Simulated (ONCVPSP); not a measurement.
# Ba (Z = 56): excitation energies, all-electron against ONCV

```
Element                 : barium (Ba)
Generator               : ONCVPSP 4.0.1
Type                    : optimised norm-conserving Vanderbilt (ONCV)
Functional              : PBE
Relativity              : non-relativistic
Frozen core             : [Xe]
Valence charge          : 2
Reference configuration : 6s2
Partial waves           : 6s: rc 3.55 bohr, ncon 4, nbas 7, qcut 2.1 1/bohr, local; p scattering state at 0.27 Ha: rc 3.55 bohr, ncon 3, nbas 7, qcut 2.1 1/bohr, 2 projectors, debl 3.3 Ha; d scattering state at 0.28 Ha: rc 3.90 bohr, ncon 4, nbas 8, qcut 2.7 1/bohr, 2 projectors, debl 3.4 Ha
Local potential         : the s channel
Core correction         : Teter function, parameters optimised by the program
```

In the d channel the program set the typed energies aside and used -0.096, 3.304 Ha.

Energies are relative to the spin-unpolarised reference configuration 6s2; without spin polarisation the order of configurations can differ from experiment.

Question: Give the all-electron excitation energy and the error of the potential for: 6s1; 6s1.5; 6s1 6p1; 6s0 6p2.

Answer:

```json
{"valence configuration": "6s1", "charge": "+1", "ΔE all-electron (eV)": "5.195", "error AE − PS (meV)": "-3.8"}
{"valence configuration": "6s1.5", "charge": "+0.5", "ΔE all-electron (eV)": "2.072", "error AE − PS (meV)": "-1.1"}
{"valence configuration": "6s1 6p1", "charge": "0", "ΔE all-electron (eV)": "1.808", "error AE − PS (meV)": "+66"}
{"valence configuration": "6s0 6p2", "charge": "0", "ΔE all-electron (eV)": "3.674", "error AE − PS (meV)": "+127"}
```

Note: no bound ghost flagged; GHOST(+) flagged for p at 114.9 eV.
